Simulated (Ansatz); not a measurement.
This geometry of CH$_{6}$NOSb (10 atoms, charge 0, multiplicity 1) is a first-order saddle point.

Level of theory: RKS B3LYP-D4/def2-SVP (Ansatz).

```xyz
10
Properties=species:S:1:pos:R:3
N -1.470 1.365 0.054
Sb 0.470 1.230 -0.533
C 0.811 -0.886 0.000
O 0.554 -1.638 -1.166
H -1.813 1.158 0.984
H -2.184 1.687 -0.587
H 1.143 1.728 0.991
H 0.123 -1.124 0.834
H 1.852 -0.994 0.370
H 0.597 -2.578 -0.944
```

(1) Which two structures does it join? (They come from a converged band through this point; their orientation in space is the band's.)

(2) How far does it lie above each of them?

Results:

(1) No bond is made or broken. The height of N1 over the plane of its neighbours goes from 0.39 to -0.40 Å.

Initial state:

```xyz
10
Properties=species:S:1:pos:R:3
N -1.565 1.142 0.018
Sb 0.424 1.193 -0.582
C 0.789 -0.899 -0.010
O 0.672 -1.665 -1.189
H -1.685 1.262 1.024
H -2.103 1.879 -0.439
H 1.103 1.760 0.919
H 0.021 -1.145 0.747
H 1.789 -0.977 0.463
H 0.638 -2.601 -0.948
```

Final state:

```xyz
10
Properties=species:S:1:pos:R:3
N -1.442 1.551 0.062
Sb 0.555 1.315 -0.449
C 0.804 -0.834 0.020
O 0.294 -1.532 -1.098
H -1.721 0.964 0.849
H -2.036 1.293 -0.728
H 1.101 1.758 1.134
H 0.253 -1.053 0.956
H 1.880 -1.031 0.205
H 0.395 -2.482 -0.948
```

(2) 1.6 kcal/mol above the first and 2.0 kcal/mol above the second. This is the barrier of this one path; another mechanism may lie lower.

Run time: 2.1 min on 2 threads of Intel(R) Xeon(R) 6975P-C (Granite Rapids) (shared host), peak memory 0.23 GiB.
